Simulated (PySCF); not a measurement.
**How the functional moves excitation energies**

Di-propylamine, C6H15N.
InChI=1S/C6H15N/c1-3-5-7-6-4-2/h7H,3-6H2,1-2H3

Linear-response calculations in the def2-SVPD basis (PySCF; singlets by full response, triplets Tamm–Dancoff, core orbitals frozen in the response; HF means time-dependent Hartree–Fock). 'Strongest' is the level of largest summed f among the singlets computed (10 roots, of which the last may lack a degenerate partner); it can jump between rows when another state enters that window. S1 is the lowest singlet of each run and needn't be the same state throughout; f(S1) is that of one state. Geometry: PBE0-D3(BJ)/def2-SVP, one conformer, isolated molecule.

| functional | kind | S1 (eV) | f(S1) | strongest (eV) | T1 (eV) | HOMO (eV) | gap (eV) | ionisation energy, ΔSCF (eV) |
| --- | --- | --- | --- | --- | --- | --- | --- | --- |
| LDA | LDA | 5.04 | 0.003 | 6.21 | 4.93 | -5.05 | 5.01 | 8.44 |
| PBE | GGA | 5.08 | 0.003 | 6.22 | 4.94 | -4.95 | 5.03 | 8.29 |
| B3LYP | global hybrid, 20% exact exchange | 5.69 | 0.002 | 6.91 | 5.51 | -6.14 | 6.64 | 8.48 |
| PBE0 | global hybrid, 25% exact exchange | 5.93 | 0.002 | 7.20 | 5.71 | -6.34 | 7.15 | 8.40 |
| BHandHLYP | global hybrid, 50% exact exchange | 6.46 | 0.001 | 7.95 | 6.20 | -7.72 | 9.01 | 8.38 |
| CAM-B3LYP | range-separated hybrid | 6.10 | 0.001 | 7.58 | 5.86 | -7.77 | 9.22 | 8.55 |
| wB97X-D | range-separated hybrid | 6.35 | 0.001 | 7.67 | 6.22 | -8.25 | 10.73 | 8.50 |
| LC-wPBE | range-separated hybrid | 6.74 | 0.001 | 8.19 | 6.44 | -9.09 | 11.66 | 8.59 |
| HF | Hartree–Fock | 7.51 | 0.001 | 9.27 | 7.08 | -9.88 | 12.74 | not settled |

S1 runs from 5.04 eV (LDA) to 7.51 eV (HF), a spread of 2.47 eV, while the orbital gap spreads over 7.7 eV. Along PBE (0%), B3LYP (20%), PBE0 (25%), BHandHLYP (50%), HF (100%) S1 rises with the share of exact exchange. −ε(HOMO) comes closest to its own ΔSCF ionisation energy with wB97X-D (-0.25 eV) and misses most with LDA (-3.39 eV). 'Not settled' means that the ion's SCF failed to converge or may have ended in another state than the lowest.
